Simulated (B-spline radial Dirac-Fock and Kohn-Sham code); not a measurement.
## Core and valence levels of Ir⁶⁵⁺

System: Ir⁶⁵⁺, configuration [Ne] 3s2; nuclear rms radius 5.4032 fm (A = 193).

Method: Dirac-Fock energy differences between relaxed states, corrected for Breit and QED terms. Computed with an atomic code on a B-spline grid. No correlation. Energies are counted from the vacuum level.

All terms are in eV, carry their sign (relaxation lowers the binding energy) and add up to the binding energy; ⟨r⟩ is the mean radius of the orbital in the initial state.

| subshell | −ε (Koopmans) | relaxation | Breit | QED | binding energy | ⟨r⟩ (bohr) |
| --- | --- | --- | --- | --- | --- | --- |
| 1s | 82330.8 | -26.79 | -254.16 | -138.01 | 81911.8 | 0.017 |
| 2s | 18933.6 | -3.80 | -28.64 | -21.34 | 18879.8 | 0.072 |
| 2p1/2 | 18401.0 | -5.91 | -47.82 | -0.47 | 18346.8 | 0.059 |
| 2p3/2 | 16718.9 | -4.40 | -27.40 | -2.44 | 16684.6 | 0.067 |
| 3s | 7723.6 | -0.24 | -7.28 | -5.95 | 7710.1 | 0.174 |

For the deepest level, K (1s), the Breit terms make up -0.310 % of the binding energy, QED -0.168 % and orbital relaxation -0.033 %.

Spin-orbit splittings: 2p 1662.2 eV.

Going to the tabulated ground configuration of the next ion removes an electron from M1 (3s), computed at 7710.1 eV. NIST lists 7710 ± 30 eV as the ionisation energy of this species (theoretical), -0.12 eV from the computed value, within the stated uncertainty.
